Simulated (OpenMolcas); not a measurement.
## Computed levels of Cl

- Program: OpenMolcas 26.06
- Method: RASSCF
- Basis: ANO-RCC-VTZP [5s4p2d1f]
- Scalar Hamiltonian: DKH2, point nucleus
- Active space: 7 electrons in 9 orbitals (RAS2 3s 3p; RAS3 3d, at most 2 electrons)
- State averaging: 2S+1 = 2 odd, 3 roots; 2S+1 = 2 even, 1 root
- Spin-orbit coupling: RASSI with atomic mean-field integrals over the reference wave functions, term energies averaged over their components

With spin-orbit coupling, above the lowest level:

| Configuration | Term | J | E (eV) | Measured (eV) | g | Term weight % |
| --- | --- | --- | --- | --- | --- | --- |
| 3s² 3p⁵ | ²P° | 3/2 | 0.0000 | 0.0000 | 1.334 | 100 |
| 3s² 3p⁵ | ²P° | 1/2 | 0.0968 | 0.1094 | 0.666 | 100 |
| 3s 3p⁶ | ²S | 1/2 | 11.5186 | 10.6228 | 2.002 | 100 |

Against the 2 measured excited levels shown (NIST Handbook of Basic Atomic Spectroscopic Data) the mean absolute deviation is 3700 cm-1; the largest miss in energy is 3s 3p⁶ ²S_1/2: computed 11.5186, measured 10.6228 eV (+8.4 %), and the largest in proportion 3s² 3p⁵ ²P°_1/2 (-11.5 %).

Spin-orbit coupling puts the lowest level 0.0323 eV below the lowest spin-free term.

Without dynamic correlation excited terms often stand tens of per cent too high (terms of higher spin than the ground term too low), and those without a measured partner can miss by more than the paired ones. Active for correlation alone: 3d; no level in the range computed is led by a configuration that fills it, so any true level of that kind is missing. Some terms mix strongly with configurations of 3d, whose occupation reaches 0.34 (3s 3p⁶ ²S). Computed and measured levels are paired by configuration, term and J; levels that our copy of the source lacks, or whose pairing is in doubt (as where it misses far off the trend of its configuration), stay unpaired and out of the deviations. Levels of configurations outside the active space are missing. The first state left out of the spin-orbit step lies near 140000 cm-1 above the lowest spin-free state of the reference (among the parities and spins computed), and the list stops at four fifths of that energy or lower.

The term weight is that of the spin-free term in the level, not the purity of its configuration. ° marks odd parity.
